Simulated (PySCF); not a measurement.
## C3HF7: full NMR table

```yaml
Formula: C3HF7
SMILES: FC(F)C(F)(F)C(F)(F)F
InChI: InChI=1S/C3HF7/c4-1(5)2(6,7)3(8,9)10/h1H
Point_group_of_the_computed_structure: C1
Degrees_of_unsaturation: 0
Carbon_signals: 3
Proton_signals: 1
```

Molfile (atoms numbered from 1):
```
C3HF7
     RDKit          3D

 11 10  0  0  0  0  0  0  0  0999 V2000
    1.2948    0.4023   -1.4867 F   0  0  0  0  0  0  0  0  0  0  0  0
    1.3066    0.2995   -0.1507 C   0  0  0  0  0  0  0  0  0  0  0  0
    1.2752    1.5386    0.3577 F   0  0  0  0  0  0  0  0  0  0  0  0
    0.0754   -0.5080    0.3341 C   0  0  0  0  0  0  0  0  0  0  0  0
    0.1748   -1.7706   -0.1268 F   0  0  0  0  0  0  0  0  0  0  0  0
    0.1044   -0.5810    1.6792 F   0  0  0  0  0  0  0  0  0  0  0  0
   -1.2995    0.0767   -0.1033 C   0  0  0  0  0  0  0  0  0  0  0  0
   -1.4634    1.3104    0.3606 F   0  0  0  0  0  0  0  0  0  0  0  0
   -1.4069    0.1128   -1.4266 F   0  0  0  0  0  0  0  0  0  0  0  0
   -2.2892   -0.6742    0.3680 F   0  0  0  0  0  0  0  0  0  0  0  0
    2.2332   -0.2039    0.1686 H   0  0  0  0  0  0  0  0  0  0  0  0
  1  2  1  0
  2  3  1  0
  2  4  1  0
  4  5  1  0
  4  6  1  0
  4  7  1  0
  7  8  1  0
  7  9  1  0
  7 10  1  0
  2 11  1  0
M  END
```

Calculated, not measured (PySCF 2.14): coordinates at the GFN2-xTB level, PBE0/pcSseg-1 with gauge-including orbitals. One averaged value for each set of equivalent atoms, one conformer, no solvent, non-relativistic.

Referencing at the same level of theory: TMS for ¹H (σref 31.72) and ¹³C (σref 186.93); CFCl3 for ¹⁹F (σref 170.95).

| carbon | δC, type | δH (multiplicity) | HMBC from (2–3 bonds) | span of the C tensor (ppm) |
| --- | --- | --- | --- | --- |
| C2 | 117.1, CH | 6.30 (m) | – | 23 |
| C4 | 116.0, C | – | H11 | 28 |
| C7 | 127.4, C | – | H11 | 18 |

Other nuclei:
```
    atoms  nucleus              environment  δ (ppm)  σ (ppm)
F8/F9/F10      ¹⁹F  fluorine of a CF3 group    -93.5    264.5
    F5/F6      ¹⁹F  fluorine of a CF2 group   -145.7    316.7
    F1/F3      ¹⁹F  fluorine of a CF2 group   -151.4    322.4
```

- Carbon types of the structure: 2 × C, 1 × CH, which accounts for all hydrogens.
- δC 127.4: CF3 carbon; 3 electronegative neighbours deshield it.
- δC 117.1: sp3 CH bonded to 2 F; 2 electronegative neighbours deshield it.
- δC 116.0: fully substituted sp3 carbon bonded to 2 F; 2 electronegative neighbours deshield it.
- δH 6.30: hydrogen on an sp3 CH bonded to 2 F; its carbon carries F, an electronegative neighbour.

Splittings by ¹⁹F in the carbon and heteronuclear signals aren't shown, as no couplings were computed. Shifts are as computed. Against solution values, carbons near 30 ppm lie about +3 ppm off and those near 130 ppm about +5 ppm. Of 1211 compounds with measured shifts, 218 miss one by over three times the rms of a fit or turn the order of signals round; such compounds aren't used in these exercises. Unscaled 19F shifts against computed CFCl3 carry errors that often reach 10 to 50 ppm.
